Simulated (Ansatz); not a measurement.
This geometry of ClH$_{4}$NOZn (8 atoms, charge 0, multiplicity 1) is a first-order saddle point.

Theory: RKS PBE0-D4/def2-SVP in Ansatz 0.2.0.

```xyz
8
Properties=species:S:1:pos:R:3
Zn 0.481 0.032 -0.130
O -0.051 -0.239 1.777
H -0.759 0.132 2.310
Cl -0.517 -0.196 -1.994
N 2.034 0.554 0.963
H 2.872 -0.026 0.965
H 2.347 1.523 0.924
H 1.024 0.226 1.810
```

(1) Which two structures does it join? (They come from a converged band through this point; their orientation in space is the band's.)

(2) How far does it lie above each of them?

Results:

(1) Bonds broken: N5–H8. Bonds formed: O2–H8.

Image 0:

```xyz
8
Properties=species:S:1:pos:R:3
Zn 0.135 0.018 0.211
O -0.379 -0.063 1.949
H -1.288 -0.298 2.148
Cl -0.167 -0.128 -1.903
N 2.070 0.557 0.902
H 2.834 -0.098 0.744
H 2.416 1.489 0.681
H 1.811 0.528 1.893
```

Image 8:

```xyz
8
Properties=species:S:1:pos:R:3
Zn 0.670 0.075 -0.161
O -0.102 -0.326 1.809
H -0.827 0.148 2.230
Cl -0.623 -0.232 -1.820
N 2.127 0.626 0.915
H 2.943 0.015 0.891
H 2.487 1.563 0.735
H 0.758 0.136 2.026
```

(2) 14.5 kcal/mol above the first and 2.7 kcal/mol above the second. This is the barrier of this one path; another mechanism may lie lower. The orbitals stay closed-shell, which can raise the energy where a bond breaks towards radicals; this wasn't checked here.

Time of the run: 4.1 min on 2 threads of Arm Neoverse V1 (shared host), peak memory 0.22 GiB.
